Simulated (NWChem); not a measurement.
System: C₃H₇FSi; SMILES C=C[Si@@H](C)F

```xyz
12

C     -0.0528    -2.2415     0.3403
C     -0.7264    -1.2227    -0.2071
Si     0.0313     0.4623    -0.4309
C     -0.8899     1.7920     0.4944
F      1.5519     0.3652     0.1626
H      0.9833    -2.1233     0.6765
H     -0.5004    -3.2324     0.4767
H     -1.7619    -1.3952    -0.5318
H      0.1496     0.8171    -1.8766
H     -0.3963     2.7693     0.3794
H     -1.9190     1.8846     0.1112
H     -0.9459     1.5539     1.5676
```
Atoms are numbered in this order, from 1.

All runs: NWChem. Pople sets run with spherical d functions. Medium grid unless said otherwise, to which SCAN and Minnesota functionals are sensitive. The geometry was optimised at PBE0/def2-SVP. No frequency run checked for a minimum.

Task: Among these, which level gives the highest value of “orbital gap (eV)”?
A. Hartree-Fock/6-31G*
B. MN15-L/6-31G*
C. PBE/6-31G*
D. RPBE/6-31G*

Result: A, Hartree-Fock/6-31G*. Values: PBE/6-31G* 5.47; RPBE/6-31G* 5.49; MN15-L/6-31G* 6.25; Hartree-Fock/6-31G* 14.13
